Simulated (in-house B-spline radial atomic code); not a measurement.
Configurations of neutral thulium, with energies counted from [Xe] 4f13 6s2. All numbers are computed (scalar-relativistic (X2C) B97-1, spin-polarised, spherical fractional occupations, exact exchange averaged over the configuration; Fermi nucleus of rms radius 5.2256 fm) with an all-electron radial atomic-structure program (B-spline basis), not measured. Shells without spins written out take the highest spin.

Occupations are held fixed; configurations that lie above the ionisation limit could autoionise.

```tsv
configuration	E - E(ref) (eV)	highest orbital	its <r> (bohr)
[Xe] 4f12 5f1 6s2	7.8912	5f up	17.12
[Kr] 4d10 4f13 5s2 5p5 6s2 7p1	30.299	7p up	12.11
[Kr] 4d10 4f13 5s2 5p5 6s2 7d1	31.039	7d up	20.49
[Kr] 4d9 4f14 5s2 5p6 6s2	170.66	6s down	4.033
```

(1) Order these further configurations by energy, lowest first.
A. [Kr] 4d10 4f13 5s2 5p5 6s2 6f1
B. [Xe] 4f12 6s2 7f1
C. [Xe] 4f12 6s2 6d1
D. [Xe] 4f13 5d1 6s1

## Answers

(1) D (3.0262 eV), C (7.3043 eV), B (8.3397 eV), A (31.346 eV).
